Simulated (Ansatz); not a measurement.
Reaction (SMILES): C=[SiH2] (CH2-SiH2) → [SiH2]=[CH] (CH-SiH2) + H atom
B3LYP-D3(BJ)/def2-TZVP geometries, fixed; electronic energies without zero-point terms.
Largest species:
```
Si
C 1 1.7009
H 2 1.0823 1 122.25
H 2 1.0823 3 115.51 1 180.00
H 1 1.4730 2 122.63 3 0.00
H 1 1.4730 5 114.74 2 -180.00
```

Basis-set convergence of the bond dissociation energy at PBE with Ansatz (a program for electronic structure). All functions are spherical. The program fits the integrals of some runs and decomposes those of others, by size. Open shells are unrestricted. No added dispersion term, no relativity. Functions are those of the species that has most. Reference: the value in aug-pcseg-3, 111.95 kcal/mol, itself unsure by roughly 0.03 kcal/mol (its mean distance from aug-cc-pV(Q+d)Z, cc-pV(5+d)Z, def2-QZVPPD). Deviations are taken from unrounded values.

```csv
basis,functions
pcseg-0,30
pcseg-1,52
aug-pcseg-1,86
pcseg-2,120
aug-pcseg-2,188
pcseg-3,256
aug-pcseg-3,370
```

Q: Which is the smallest pcseg set listed that can be trusted to 2 kcal/mol here, that is, within that of the reference together with its larger relatives (same family, alike in diffuse functions; a set with none to test it counts only in the reference's own line)?

A: The smallest set listed that lies within 2 kcal/mol of the reference with all its larger relatives (same family, alike in diffuse functions; a set with none counts only in the reference's own line) is pcseg-1 (52 functions, -0.34 kcal/mol off). Value minus reference: pcseg-0 2.53, pcseg-1 -0.34, aug-pcseg-1 -0.18, pcseg-2 0.11, aug-pcseg-2 0.08, pcseg-3 0.01, aug-pcseg-3 0.00 kcal/mol.
